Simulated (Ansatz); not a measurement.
Cl$_{2}$GeH$_{3}$SSi, SMILES `Cl[SiH][S][GeH2][Cl]` radical. Charge 0, multiplicity 2. The structure was optimised at the PBE0-D4/def2-TZVP level. It is one conformer, not always the lowest.

```xyz
8

Cl    1.367    0.374   -2.132
Si   -0.124    1.441   -1.187
S    -1.478    0.184   -0.133
Ge   -0.044   -0.959    1.119
Cl    1.278    0.408    2.124
H    -0.949    2.110   -2.231
H    -0.882   -1.684    2.175
H     0.832   -1.876    0.265
```

(1) What is the dipole moment at B3LYP/def2-TZVPP? (Estimate.)

(2) And with PBE, r2SCAN, ωB97M-V? (Estimate.)

(3) Give the Mulliken charges with B3LYP, r2SCAN, ωB97M-V in def2-TZVPP. (Estimate.)

Answers

(1) Computed: 1.24 D, with components (-0.86, -0.90, 0.07) D in this frame, pointing from negative to positive charge.

(2) Computed: PBE 1.25 D, r2SCAN 1.24 D, ωB97M-V 1.20 D.

(3) Ansatz gave: 
```json
{"atom": "Cl1", "B3LYP": "-0.22", "r2SCAN": "-0.23", "ωB97M-V": "-0.19"}
{"atom": "Si2", "B3LYP": "0.37", "r2SCAN": "0.40", "ωB97M-V": "0.28"}
{"atom": "S3", "B3LYP": "-0.30", "r2SCAN": "-0.33", "ωB97M-V": "-0.26"}
{"atom": "Ge4", "B3LYP": "0.40", "r2SCAN": "0.44", "ωB97M-V": "0.30"}
{"atom": "Cl5", "B3LYP": "-0.28", "r2SCAN": "-0.29", "ωB97M-V": "-0.26"}
{"atom": "H6", "B3LYP": "-0.03", "r2SCAN": "-0.05", "ωB97M-V": "0.01"}
{"atom": "H7", "B3LYP": "0.04", "r2SCAN": "0.03", "ωB97M-V": "0.06"}
{"atom": "H8", "B3LYP": "0.04", "r2SCAN": "0.04", "ωB97M-V": "0.07"}
```

B3LYP here is the variant with VWN-RPA as its local correlation; programs differ in this.
